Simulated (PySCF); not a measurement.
Compound: C₆H₁₀O (charge -1 and doublet state).
SMILES with atom numbers: `[CH3:1][O:2][CH-:3][C:4]1[CH2:5][CH2:6][CH2:7]1` (hydrogens: H8, H9, H10 on C1; H11 on C3; H12, H13 on C5; H14, H15 on C6; H16, H17 on C7)

Geometry (GFN2-xTB, Å), atoms numbered from 1 in this order:
```xyz
17
C6H10O angstrom
C      2.500    0.560   -0.147
O      2.294   -0.732   -0.578
C      0.865   -1.102   -0.688
C     -0.091   -0.436    0.163
C     -1.460   -1.048    0.428
C     -2.070    0.358    0.369
C     -0.741    0.919   -0.150
H      3.583    0.708   -0.039
H      2.009    0.743    0.821
H      2.113    1.307   -0.861
H      0.862   -2.195   -0.598
H     -1.586   -1.573    1.390
H     -1.856   -1.719   -0.356
H     -2.928    0.475   -0.302
H     -2.351    0.749    1.352
H     -0.363    1.794    0.401
H     -0.787    1.205   -1.216
```

The hyperfine couplings belong to this conformer and change with its torsions.

Theory: PySCF, UKS B3LYP, pcH-1 on C H O, non-relativistic, mean-field spin-orbit, GIAO. Whether the extra electron is bound in the gas phase wasn't checked; a finite basis holds it in any case. Couplings are sensitive to structure, and on GFN2-xTB geometries they can be far from those on DFT ones, by a factor of two or more for some ions and for spin on atoms past the first row. No stability test was run, so a lower SCF solution isn't excluded.

Question: Give the principal g shifts and their parts.

Answer: 
| Δg (ppm) | 1 | 2 | 3 |
| --- | --- | --- | --- |
| relativistic mass correction | -157 | -157 | -157 |
| gauge correction | 21 | 42 | 35 |
| orbital Zeeman/spin–orbit | -37 | 699 | 1254 |
| total | -173 | 584 | 1131 |

So g = 2.00215, 2.00290, 2.00345 and g_iso = 2.00283; the tensor is rhombic: the two nearest values differ by 42 % of g3 − g1. Axes: g3 points within 11° of the C3–H11 bond.

Question: Average each term over the three axes. Which is largest in size?

Answer: The orbital-Zeeman/spin–orbit term 639, the mass correction -157 and the gauge correction 33 ppm, for a total of 514 ppm. The orbital-Zeeman/spin–orbit term is the largest in size. The mass correction is the same along every axis, so the anisotropy comes from the other two: their spans along these axes are 21 (gauge) and 1290 ppm (orbital Zeeman/spin–orbit).

Question: What are the electron Larmor frequencies g μB B/h along the three axes at 330 mT?

Answer: 9.2474, 9.2509, 9.2535 GHz for g1, g2 and g3, a range of 6.0 MHz.

Question: In a frozen sample, at which fields do the three g values resonate at 9.5, 34, 94 and 263 GHz (hyperfine left aside), and which band first spreads them over more than twice a line width of 1.0 mT?

Answer: 
```csv
band,GHz,B(g3) mT,B(g2) mT,B(g1) mT,spread mT
X,9.5,338.79,338.88,339.01,0.22
Q,34.0,1212.52,1212.85,1213.31,0.79
W,94.0,3352.26,3353.18,3354.44,2.18
J,263.0,9379.20,9381.76,9385.30,6.11
```

The spread grows in proportion to the frequency. W band is the first where it exceeds 2.0 mT.

The largest Mulliken spin populations are on C3 (+0.50), C4 (+0.28) and H17 (+0.09).

The HOMO–LUMO gaps are 3.04 eV among the α and 4.18 eV among the β orbitals.

The SMILES draws the unpaired electron on C4; the largest computed Mulliken spin population is on C3 (0.50 against 0.28).
